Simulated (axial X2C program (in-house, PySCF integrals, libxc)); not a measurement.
## RbP⁺: cheaper levels and CCSD(T), with spin–orbit coupling

Computed with an in-house all-electron X2C program for linear molecules (integrals from PySCF). Two-component (2c) means X2C with spin–orbit coupling and atomic mean-field two-electron Coulomb and Gaunt terms. Basis: Rb dyall-cv3z [12s13p8d4f1g], P dyall-v3z [8s7p2d1f] (cores contracted in-house); Gaussian nuclei, density fitting, unrestricted open shells. Masses: Rb 84.912 u, P 30.974 u.

State: Ω = 3/2 (⟨Sz⟩ = 1.50, ⟨Lz⟩ = 0.00 at HF); fragments Rb+ + P.

```tsv
level	Re (Å)	ωe (cm⁻¹)	De (eV)
PBE0	3.666	66.7	0.127
HF	3.904	53.2	0.081
MP2	3.670	68.7	0.124
CCSD	3.708	66.0	0.130
PBE	3.664	67.6	0.141
```

Correlated methods: 13 electrons correlated (number of frozen shells: Rb 3 s, 2 p, 1 d; P 2 s, 1 p), 233 virtual spin orbitals or spinors in MP2, 90 natural virtuals in coupled cluster.

CCSD(T), same Hamiltonian and basis:

Re = 3.689 Å, ωe = 67.5 cm⁻¹, De = 0.12 eV; T1 = 0.003 (Lee–Taylor normalisation).

(1) Give the differences from CCSD(T) in the columns below.

The state is a single determinant with fixed occupations, the lowest that a limited PBE0 search found. De is counted from the lowest determinant-based energies of the atoms at the same level, without counterpoise correction. Density functionals use the spin component along the axis (collinear). Coupled cluster ran in a truncated set of natural virtual spinors; the MP2 energy of the rest was added. (T) has no such correction and the atoms are truncated less, which lowers De at CCSD(T) by a hundredth of an eV or more. With several unpaired electrons one determinant need not be a pure state. This is the top spin component of a Σ state; components of lower Ω are not single determinants and can lie lower. The bond is weak, and without diffuse functions and with truncated virtuals even CCSD(T) can be tens of per cent off in De.

Results:

(1) 

| level | ΔRe (Å) | Δωe (cm⁻¹) |
| --- | --- | --- |
| PBE0 | -0.023 | -0.8 |
| HF | 0.215 | -14.3 |
| MP2 | -0.019 | 1.2 |
| CCSD | 0.019 | -1.5 |
| PBE | -0.025 | 0.1 |
